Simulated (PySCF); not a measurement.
**BeN: from constants to spectrum**

UHF-CCSD(T) constants of BeN, ⁴Σ⁻ (quartet), unpaired electrons σ ↑, π ↑↑ (PySCF, no relativity, basis sets Be 6-31G(d,p), N 6-31G(d,p); masses 9.0122 and 14.0031 u):

| Property | Result |
| --- | --- |
| ωe | 908.9 cm⁻¹ |
| ωexe | 11.4 cm⁻¹ |
| Be | 1.1734 cm⁻¹ |
| αe | 0.0184 cm⁻¹ |
| D (centrifugal) | 7.82e-06 cm⁻¹ |
| De to Be + N | 1.07 eV |

(1) Give the vibrational terms G(v) and spacings up to v = 6.

Correlated steps freeze 1 core orbital. Correlated levels converge slowly with the basis: in double zeta they bind strong bonds too weakly, by up to about 1 eV, and carry superposition errors of some tenths. The state is the lowest determinant that a PBE0 search found; another state may lie lower at other levels.

Results:

(1) G(v) = ωe(v+½) − ωexe(v+½)².

| v | G(v) (cm⁻¹) | G(v) − G(v−1) | Bv (cm⁻¹) |
| --- | --- | --- | --- |
| 0 | 452 |  | 1.164 |
| 1 | 1338 | 886 | 1.146 |
| 2 | 2201 | 863 | 1.127 |
| 3 | 3042 | 840 | 1.109 |
| 4 | 3859 | 818 | 1.091 |
| 5 | 4654 | 795 | 1.072 |
| 6 | 5426 | 772 | 1.054 |
